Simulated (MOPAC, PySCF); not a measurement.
H3FSi, SMILES `F[SiH3]`, neutral singlet in the gas phase. 

Cartesian coordinates (Å):
SMILES: [SiH3]F
```xyz
5

F      1.5491    -0.1599     0.0801
Si    -0.0402     0.0042    -0.0021
H     -0.3419     1.3353    -0.5786
H     -0.5915    -0.1072     1.3687
H     -0.5754    -1.0724    -0.8681
```
Charge 0, multiplicity 1.

All levels are single points at this geometry (PBE0-D3(BJ)/def2-TZVP); Pople sets use spherical d functions. Orbital energies aren't observables, and empty levels follow the basis.

B3LYP/LANL2DZ in PySCF gives gap (eV) = 9.76.

Problem. Estimate the gap (eV) from each of these levels: PBE-D3(BJ)/def2-TZVP in PySCF; TPSSh-D3(BJ)/def2-TZVP in PySCF; B3LYP/6-311+G** in PySCF; PBE/6-31G* in PySCF; SVWN5/6-31G* in PySCF; HF/3-21G in PySCF; HF/6-31G* in PySCF; PM7 in MOPAC.

Solution. 
```
level                            gap (eV)
-------------------------------  --------
PBE-D3(BJ)/def2-TZVP in PySCF        7.29
TPSSh-D3(BJ)/def2-TZVP in PySCF      8.70
B3LYP/6-311+G** in PySCF             9.02
PBE/6-31G* in PySCF                  7.52
SVWN5/6-31G* in PySCF                7.34
HF/3-21G in PySCF                   17.36
HF/6-31G* in PySCF                  16.82
PM7 in MOPAC                        13.65
```
